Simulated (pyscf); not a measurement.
**`[NH]=[SiH][SiH3]`, singlet**

Gas-phase minimum from PySCF at ωB97X-D3(BJ)/def2-SVP, one conformer. HN=SiH–SiH₃ lies 28.5 kcal/mol over its isomer :HSi–NH–SiH₃ [singlet] (electronic energy, ωB97M-D3(BJ)/def2-TZVP). 

```xyz
8

N      0.4940     1.1667     0.9482
Si     0.3425    -0.3024     0.3198
Si    -1.4627    -1.5854     1.0233
H      1.2650     1.7769     0.6786
H      1.2476    -0.9506    -0.6860
H     -0.9657    -2.8550     1.6308
H     -2.3170    -1.9297    -0.1513
H     -2.2394    -0.8006     2.0194
```
Charge 0, spin multiplicity 1.

Bond lengths (Å): N1–Si2 1.605, N1–H4 1.020, Si2–Si3 2.324, Si2–H5 1.500, Si3–H6 1.493, Si3–H7 1.493, Si3–H8 1.487. Bond angles (°): Si2–N1–H4 121.0, N1–Si2–Si3 117.4, N1–Si2–H5 126.9, Si3–Si2–H5 115.7, Si2–Si3–H6 109.5, Si2–Si3–H7 109.5, Si2–Si3–H8 108.5, H6–Si3–H7 108.3, H6–Si3–H8 110.5, H7–Si3–H8 110.5.

Properties at ωB97X-D3(BJ)/def2-SVP:

Harmonic wavenumbers, unscaled: 55, 177, 376, 443, 516, 559, 649, 752, 837, 894, 943, 954, 1148, 2194, 2248, 2252, 2284, 3622 cm⁻¹
Zero-point energy: 29.9 kcal/mol
Rotational symmetry number: 1
Entropy of this conformer at 298 K and 1 atm, rigid rotor and harmonic oscillator, modes under 100 cm⁻¹ raised to 100: 308.5 J/(mol K)
Dipole moment: 2.03 D

Single-point totals, which compare only within one level (frozen core for MP2 and CC):

```json
[
 {"level": "ωB97X-D3(BJ)/def2-TZVP", "total energy (hartree)": "-636.81200"},
 {"level": "PBE/def2-TZVP", "total energy (hartree)": "-636.37221"},
 {"level": "r²SCAN/def2-TZVP", "total energy (hartree)": "-636.65531"},
 {"level": "B3LYP-D3(BJ)/def2-TZVP", "total energy (hartree)": "-636.80172"},
 {"level": "PBE0-D3(BJ)/def2-TZVP", "total energy (hartree)": "-636.43325"},
 {"level": "M06-2X/def2-TZVP", "total energy (hartree)": "-636.66482"},
 {"level": "ωB97M-D3(BJ)/def2-TZVP", "total energy (hartree)": "-636.83680"},
 {"level": "HF/def2-TZVPP", "total energy (hartree)": "-635.22144"},
 {"level": "MP2/def2-TZVPP", "total energy (hartree)": "-635.67951"},
 {"level": "CCSD/def2-TZVPP", "total energy (hartree)": "-635.71820"},
 {"level": "CCSD(T)/def2-TZVPP", "total energy (hartree)": "-635.74040"}
]
```

Soft torsions are taken as harmonic, which can shift the entropy by several J/(mol K). The CCSD(T) − MP2 part came from Ansatz, without density fitting, on the same reference.
